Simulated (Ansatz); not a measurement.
CH7GaOSi. Total charge 0; spin multiplicity 1. The bonds changed during the relaxation, so this is another structure than the one it started from.

```xyz
11

C     0.420    0.163    1.378
Si   -1.165    0.175    0.397
Ga    0.224   -1.426   -2.706
O     1.246   -0.183   -1.843
H     0.469   -0.714    2.028
H     0.495    1.055    2.003
H     1.263    0.140    0.685
H    -1.287    1.380   -0.464
H    -2.356    0.124    1.292
H    -1.252   -1.028   -0.491
H     1.942    0.313   -2.278
```

(1) What are the harmonic wavenumbers in cm⁻¹ at PBE0-D4/def2-TZVP (Ansatz, finite differences of forces, unscaled)? (An estimate is asked.)

(2) Is this a minimum?

(3) Give the ideal-gas thermochemistry at 298.15 K and 1 bar (rigid rotor, harmonic oscillator; point group C1, symmetry number 1).

(4) And at 400, 500, 600, 800 and 1000 K?

(5) Rotational constants (cm⁻¹)?

Results:

(1) The calculation gave: 28, 55, 70, 112, 126, 164, 243, 511, 517, 533, 614, 713, 878, 884, 933, 946, 960, 1268, 1446, 1462, 2148, 2206, 2231, 3055, 3139, 3154, 3899.

(2) Yes, all 27 modes are real.

(3) Zero-point energy 193.2 kJ/mol; H(298) − E = 219.3 kJ/mol; entropy 407.2 J/(mol·K), of which translation 169.8, rotation 117.8, vibration 119.5; G(298) − E = 97.9 kJ/mol. Modes under 100 cm⁻¹ are hindered rotations or soft bends, so the harmonic entropy is rough.

(4) 
| T (K) | H − E (kJ/mol) | S (J/mol/K) | G − E (kJ/mol) |
| --- | --- | --- | --- |
| 400 | 232.9 | 446.2 | 54.4 |
| 500 | 247.9 | 479.7 | 8.1 |
| 600 | 264.3 | 509.6 | -41.4 |
| 800 | 300.2 | 561.1 | -148.6 |
| 1000 | 339.5 | 604.8 | -265.3 |

(5) 0.2119, 0.03808, 0.0342.
